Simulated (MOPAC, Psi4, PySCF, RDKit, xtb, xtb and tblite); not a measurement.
Two geometries of C3H12GeSi, SMILES CCC[SiH2][GeH3], relaxed at GFN2-xTB with one dihedral held; other torsions can differ between them too.

Structure A

```
17

C     -1.9508     1.2012    -0.3364
C     -1.0650     0.3525    -1.2371
C     -0.5632    -0.9434    -0.5912
Si    -1.6804    -1.7562     0.7235
Ge    -1.6993    -0.5674     2.7364
H     -2.2165     2.1295    -0.8386
H     -2.8702     0.6744    -0.0888
H     -1.4326     1.4546     0.5892
H     -1.6427     0.0950    -2.1295
H     -0.2100     0.9465    -1.5689
H     -0.3413    -1.6666    -1.3760
H      0.3908    -0.7378    -0.0948
H     -3.0443    -1.9403     0.2107
H     -1.1298    -3.0962     0.9709
H     -2.8490     0.3771     2.9430
H     -0.5043     0.3107     2.9878
H     -1.7431    -1.4220     3.9713
```

Structure B

```
17

C      1.5392     1.2341    -0.0423
C      1.1147     0.3064    -1.1714
C      0.7992    -1.1049    -0.6841
Si    -0.6116    -1.1843     0.5939
Ge    -2.3502     0.2327    -0.0712
H      1.8313     2.2054    -0.4358
H      2.3854     0.8136     0.4976
H      0.7219     1.3830     0.6615
H      1.9104     0.2639    -1.9208
H      0.2264     0.7228    -1.6608
H      1.7018    -1.5479    -0.2595
H      0.5301    -1.7201    -1.5456
H     -0.1322    -0.8153     1.9319
H     -1.0851    -2.5719     0.6740
H     -2.1200     1.7039     0.1305
H     -2.7361     0.1580    -1.5215
H     -3.6582     0.0062     0.6285
```

**Question.** Which is lower in energy at the level B3LYP-D3(BJ)/def2-TZVP // GFN2-xTB (Psi4 1.11), and by how much?

**Answer.** B is lower, by 2.28 kcal/mol (dihedral C1–C2–C3–Si4: 30° in A, 60° in B).

E(B) − E(A) in kcal/mol at the other levels, on the same two geometries: GFN2-xTB (xtb and tblite) -1.97; B3LYP/def2-TZVP // GFN2-xTB (Psi4) -2.38; PBE/def2-TZVP // GFN2-xTB (Psi4) -2.17; PBE-D3(BJ)/def2-TZVP // GFN2-xTB (Psi4) -2.13; UFF // GFN2-xTB (RDKit) -5.15; PM7, restricted, heats of formation // GFN2-xTB (MOPAC) -1.92; PM3, restricted, heats of formation // GFN2-xTB (MOPAC) -2.26; GFN1-xTB // GFN2-xTB (xtb) -0.55; restricted B3LYP/6-31G*, spherical d, density fitting // GFN2-xTB (PySCF) -2.40; restricted Hartree-Fock/LANL2DZ, with its core potentials past Ne // GFN2-xTB (PySCF) -2.79; restricted Hartree-Fock/STO-3G // GFN2-xTB (PySCF) -3.07.
